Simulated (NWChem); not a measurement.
Molecule: BSiH$_{4}$OF; SMILES OB(F)[SiH3]

```xyz
8

B     -0.0168    -0.5706     0.0024
F      1.1274    -1.2660    -0.0001
O     -1.1794    -1.2470     0.0001
H     -1.0496    -2.2057    -0.0041
Si     0.0204     1.4620     0.0004
H     -1.3547     2.0349     0.1134
H      0.6433     1.9599    -1.2670
H      0.8487     1.9662     1.1406
```
Atoms are numbered in this order, from 1.

Results from NWChem. Pople sets run with spherical d functions. Structure relaxed at the PBE0/def2-SVP level. Level B3LYP/6-31G*: energy and gradient on several grids; changes count from the extra-fine grid, which is no exact limit either.

```json
[
 {"grid": "xcoarse", "size of the energy change (μHa)": "900", "largest change of a gradient component (μHa/bohr)": "4000"},
 {"grid": "coarse", "size of the energy change (μHa)": "20", "largest change of a gradient component (μHa/bohr)": "200"},
 {"grid": "medium", "size of the energy change (μHa)": "< 10", "largest change of a gradient component (μHa/bohr)": "40"},
 {"grid": "fine", "size of the energy change (μHa)": "< 10", "largest change of a gradient component (μHa/bohr)": "< 30"},
 {"grid": "xfine", "size of the energy change (μHa)": "< 10", "largest change of a gradient component (μHa/bohr)": "< 30"}
]
```
